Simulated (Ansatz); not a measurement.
An input meant for Zn₆O₁₀H₈⁺ (charge 1, doublet).

```yaml
crystal:
  periodic: [false, false, false]
  atoms:
    - {symbol: Zn, position_ang: [0.581552, -0.255248, -0.967984]}
    - {symbol: Zn, position_ang: [-0.490028, 0.812874, 1.213259]}
    - {symbol: Zn, position_ang: [0.124143, -0.930163, 1.264283]}
    - {symbol: Zn, position_ang: [1.259102, 0.518835, 0.540826]}
    - {symbol: Zn, position_ang: [-0.857316, 0.817714, -0.711853]}
    - {symbol: Zn, position_ang: [-1.206438, -0.634643, 0.471670]}
    - {symbol: O, position_ang: [0.232715, -1.564943, -1.213699]}
    - {symbol: O, position_ang: [-0.155711, 0.701282, -1.801566]}
    - {symbol: O, position_ang: [-0.487261, -1.844004, 0.422957]}
    - {symbol: O, position_ang: [-0.024875, 0.116167, 0.071248]}
    - {symbol: O, position_ang: [1.545659, 0.252686, -0.595372]}
    - {symbol: O, position_ang: [1.421656, -0.559895, 1.434719]}
    - {symbol: O, position_ang: [-2.011199, -0.155517, -0.512288]}
    - {symbol: O, position_ang: [-1.063343, 1.497922, 0.275073]}
    - {symbol: O, position_ang: [-1.010801, -0.194391, 1.452219]}
    - {symbol: O, position_ang: [0.615493, 1.494267, 1.360002]}
    - {symbol: H, position_ang: [0.727618, -1.998018, -1.391258]}
    - {symbol: H, position_ang: [-0.482809, 0.427126, -2.039179]}
    - {symbol: H, position_ang: [-0.222285, -1.576009, -0.125320]}
    - {symbol: H, position_ang: [1.935501, 0.862988, -1.049358]}
    - {symbol: H, position_ang: [1.867195, -0.884969, 1.224988]}
    - {symbol: H, position_ang: [-1.696524, -0.506543, -0.963336]}
    - {symbol: H, position_ang: [-0.770811, 2.332816, 0.190050]}
    - {symbol: H, position_ang: [0.832276, 1.446526, 1.992756]}
basis:
  gaussian: {orbitals: "6-31G*"}
total_charge: 1
magnetization: {spin_polarized: true, initial_magnetization: 1}
hamiltonian: {xc: {name: HSE06}, dispersion: d3bjatm, pseudopotentials: {relativity: scalar}}
accuracy: high
output: {forces: true}
```

```sh
$ ansatz run in.yaml --threads 2 --pin off --events-out ev --progress --plain --max-ram 32768MiB --backend cuda --devices 0, --max-vram 18GiB
```

Shortened log:

```
Functional definition: HSE06
8307 factors; integrals over basis functions are off by at most 8.5e-9 eV
144 factors; integrals over basis functions are off by at most 1.5e-9 eV
mean field evaluation 1: about -312785.0570 eV, gradient 1.9e2 eV
mean field evaluation 2: about -312387.7187 eV, gradient 3.8e2 eV
mean field evaluation 4: about -312873.4803 eV, gradient 3.4e1 eV
mean field evaluation 8: about -312876.1108 eV, gradient 2.0e0 eV
mean field evaluation 16: about -312877.1638 eV, gradient 2.7e-2 eV
mean field evaluation 32: about -312877.1638 eV, gradient 2.7e-6 eV
mean field -312877.16384523 eV, -11498.0236955535 hartree, gradient 5.0e-8 eV, S^2 0.752623; 0 other end points of the search recorded, 0 dependent functions left out
reference -312877.16385037 eV, -11498.0236957423 hartree; 134, 133 occupied and 248, 249 virtual orbitals, 8307 factors
Total energy: -312878.49693280 eV, -11498.0726856182 hartree
Relativity: scalar
Atom 0 at     0.581552    -0.255248    -0.967984 Å, force   -28.121378   -57.175917   -79.085085 eV/Å
Atom 1 at    -0.490028     0.812874     1.213259 Å, force    10.313774    65.434260    52.427213 eV/Å
Atom 2 at     0.124143    -0.930163     1.264283 Å, force    34.378821   -35.485670    42.125183 eV/Å
Atom 3 at     1.259102     0.518835     0.540826 Å, force    30.600091    39.472215    53.920043 eV/Å
Atom 4 at    -0.857316     0.817714    -0.711853 Å, force   -36.510115    14.283765   -55.153524 eV/Å
Atom 5 at    -1.206438    -0.634643     0.471670 Å, force   -73.615610   -63.529681   -91.109672 eV/Å
Atom 6 at     0.232715    -1.564943    -1.213699 Å, force   -34.260376    -3.788708    -6.978463 eV/Å
Atom 7 at    -0.155711     0.701282    -1.801566 Å, force   133.611893   111.237753    33.579263 eV/Å
Atom 8 at    -0.487261    -1.844004     0.422957 Å, force   -21.428521   -67.142086    25.623004 eV/Å
Atom 9 at    -0.024875     0.116167     0.071248 Å, force    -0.924306   -11.475304    26.443329 eV/Å
Atom 10 at     1.545659     0.252686    -0.595372 Å, force   111.117514    27.171607   -41.055647 eV/Å
Atom 11 at     1.421656    -0.559895     1.434719 Å, force   -25.879808    31.799059    54.016359 eV/Å
Atom 12 at    -2.011199    -0.155517    -0.512288 Å, force   -60.423160    27.783740     8.023573 eV/Å
Atom 13 at    -1.063343     1.497922     0.275073 Å, force   -42.004656    77.237111    21.696541 eV/Å
Atom 14 at    -1.010801    -0.194391     1.452219 Å, force   -52.033487   -14.648434   151.856659 eV/Å
Atom 15 at     0.615493     1.494267     1.360002 Å, force    16.834395    47.440409   -18.440724 eV/Å
Atom 16 at     0.727618    -1.998018    -1.391258 Å, force    30.305227   -29.490820   -12.059694 eV/Å
Atom 17 at    -0.482809     0.427126    -2.039179 Å, force  -121.004190  -101.967817   -97.397171 eV/Å
Atom 18 at    -0.222285    -1.576009    -0.125320 Å, force    18.817854    10.289477   -38.912687 eV/Å
Atom 19 at     1.935501     0.862988    -1.049358 Å, force     6.338185     5.567151    -5.754792 eV/Å
Atom 20 at     1.867195    -0.884969     1.224988 Å, force    67.405457   -48.802412   -28.004805 eV/Å
Atom 21 at    -1.696524    -0.506543    -0.963336 Å, force    19.882271   -31.118394   -41.352770 eV/Å
Atom 22 at    -0.770811     2.332816     0.190050 Å, force    -0.128689     6.826895     0.616323 eV/Å
Atom 23 at     0.832276     1.446526     1.992756 Å, force    16.728814     0.081803    44.977543 eV/Å
Dipole moment:     0.902927     0.373385     0.177221 e Å
```

**Question.** What is wrong with this run?

**Answer.** The geometry is squeezed to about two thirds of its size. The run converged. The result belongs to that input, not to the species as meant.
